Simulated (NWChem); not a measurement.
C$_{2}$H$_{6}$BiF; SMILES [CH3][Bi]([CH3])[F]

```xyz
10

Bi    -0.0001    -0.0372     0.3065
F     -0.0021    -1.6960    -0.9033
C      1.6351     0.9679    -0.8935
H      2.6181     0.7823    -0.4395
H      1.4501     2.0498    -0.9604
H      1.5973     0.5167    -1.8951
C     -1.6326     0.9720    -0.8936
H     -2.6164     0.7862    -0.4415
H     -1.5937     0.5232    -1.8963
H     -1.4464     2.0539    -0.9576
```
Atoms are numbered in this order, from 1.

Results from NWChem. The geometry was optimised at PBE0/def2-SVP. Not confirmed as a minimum by frequencies. def2 effective core potentials on Bi; no spin-orbit coupling. Ions are spin-unrestricted doublets at the neutral geometry; other ion states weren't tried.

**Question.** What does the run give for PBE/def2-SVP? Quantities: vertical ionisation energy, ΔSCF (eV); −ε(HOMO) (eV).

**Answer.** 
| Quantity | Result |
|---|---|
| vertical ionisation energy, ΔSCF (eV) | 8.86 |
| −ε(HOMO) (eV) | 5.90 |
